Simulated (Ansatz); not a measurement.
Relaxation of CH$_{5}$FOSn (9 atoms, charge 0, multiplicity 1), to a largest force component of 0.015 eV/Å in at most 40 steps.

These are results of RKS B3LYP-D4/def2-SVP in Ansatz 0.2.0, not measurements.

```xyz
9
Properties=species:S:1:pos:R:3
F -2.043 1.663 0.155
C -1.178 0.682 0.287
O -0.156 0.887 -0.631
Sn 1.243 -0.601 -0.374
H -0.796 0.694 1.317
H -1.691 -0.261 0.081
H 2.593 -0.314 -1.437
H 1.792 -0.465 1.296
H 0.559 -2.098 -0.647
```

Where does it end, and by what steps?

The run converged. The force dipped under the threshold on the way, but the program's further checks kept it going. After 25 steps the energy has fallen by 0.480 eV; O3 moved furthest, 1.53 Å.

| step | energy less start (eV) | largest force component (eV/Å) | accepted |
| --- | --- | --- | --- |
| 0 | 0.0000 | 1.594 | yes |
| 1 | -0.1640 | 1.111 | yes |
| 2 | -0.2191 | 0.614 | yes |
| 3 | -0.2408 | 0.097 | yes |
| 4 | -0.2397 | 0.167 | no |
| 5 | -0.2425 | 0.014 | yes |
| 6 | -0.2426 | 0.009 | yes |
| 7 | -0.2427 | 0.017 | yes |
| 8 | -0.2367 | 0.474 | no |
| 9 | -0.2431 | 0.056 | yes |
| 10 | -0.2447 | 0.157 | yes |
| 11 | -0.2459 | 0.205 | yes |
| 12 | -0.2459 | 0.465 | no |
| 13 | -0.2509 | 0.110 | yes |
| 14 | -0.2587 | 0.163 | yes |
| 15 | -0.2633 | 0.606 | yes |
| 16 | -0.3109 | 0.203 | yes |
| 17 | -0.3380 | 0.157 | yes |
| 18 | -0.3601 | 0.715 | yes |
| 19 | -0.4236 | 0.268 | yes |
| 20 | -0.4407 | 0.188 | yes |
| 21 | -0.4616 | 0.414 | yes |
| 22 | -0.4672 | 0.254 | yes |
| 23 | -0.4785 | 0.100 | yes |
| 24 | -0.4800 | 0.056 | yes |
| 25 | -0.4802 | 0.012 | yes |

```xyz
9
Properties=species:S:1:pos:R:3
F -0.543 1.721 0.086
C -1.304 0.561 0.285
O -0.722 -0.502 -0.330
Sn 1.302 -0.641 -0.308
H -1.384 0.443 1.387
H -2.304 0.748 -0.150
H 1.937 0.414 -1.496
H 1.826 -0.266 1.285
H 1.517 -2.291 -0.712
```

The run took 74 s on 2 threads of Arm Neoverse V1 (shared host), peak memory 0.2 GiB.
